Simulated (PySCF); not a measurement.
Ge(Cl)(NH2), SMILES [Ge]([NH2])[Cl], CAM-B3LYP/def2-SVP optimised geometry.

```
5

Ge    -0.57    -1.22     0.00
Cl     1.65    -1.22     0.00
N     -0.74     0.57     0.00
H      0.04     1.22     0.00
H     -1.65     1.04     0.00
```

Density from CAM-B3LYP/def2-TZVP run with PySCF at that geometry.

Minimum of the electron density along straight lines between bonded atoms, close to the bond critical point (lines longer than 1.1 times the sum of covalent radii, or with two minima, are not listed):

```csv
bond,length / Å,ρ at the minimum / e bohr⁻³,∇²ρ there / e bohr⁻⁵,position (fraction from the first atom)
Ge1–Cl2,2.217,0.092,0.14,0.43
Ge1–N3,1.806,0.144,0.54,0.47
N3–H4,1.017,0.329,-1.64,0.74
N3–H5,1.016,0.331,-1.62,0.74
```
